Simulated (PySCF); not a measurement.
A calculated (PBE, PySCF 2.14, cc-pVDZ-DK, the spin-free X2C one-electron Hamiltonian (Gaussian nucleus)) atom or ion has these occupied shells.

```
shell  electrons  orbital energy (eV)  rms radius, mean of both spins (bohr)
   1s          2              -830.13                                  0.183
   2s          2              -35.266                                  0.983
   2p          6              -12.009                                   1.09
```

Problem. Name the element and its charge.

Solution. Ne (neon, neutral), in [Ne], closed-shell 1S.
